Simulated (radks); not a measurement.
Spherical quantum dot in the effective-mass picture: electrons in a well V = -V0 / (1 + exp((r - R)/a)) with V0 = 42, R = 1.58, a = 0.18, all in effective atomic units (hartree* = m*/eps^2 hartree, bohr* = eps/m* bohr), one dielectric constant everywhere. Method: non-relativistic Kohn-Sham, PBEsol, spin-polarised, spherical densities; computed with a radial shooting solver with Libxc functionals. Levels are named by radial order and angular momentum (1s, 1p, 1d, 2s, ...), and open shells are averaged over m.

N = 23, configuration 1s2 1p6 1d10 2s2 1f(up 3, down 0). This is the lowest configuration that the search found. Occupied and some empty levels:

level    occupation  eigenvalue (hartree*)  <r> (bohr*)
1s up             1                -17.948       0.8716
1s down           1                -17.878       0.8677
1p up             3                -16.262       0.9798
1p down           3                -16.175       0.9777
1d up             5                -13.887        1.060
1d down           5                -13.789        1.059
2s up             1                -11.784       0.8174
2s down           1                -11.733       0.8189
1f up             3                -10.968        1.127
1f down           0                -10.864        1.126
2p up             0                -8.3843       0.9466
2p down           0                -8.3262       0.9469
1g up             0                -7.5946        1.185
1g down           0                -7.4882        1.185
2d up             0                -4.7106        1.052
2d down           0                -4.6461        1.052

Energy (hartree*): total -556.312, kinetic 115.11, external -883.91, Hartree 235.51, exchange-correlation -23.022.
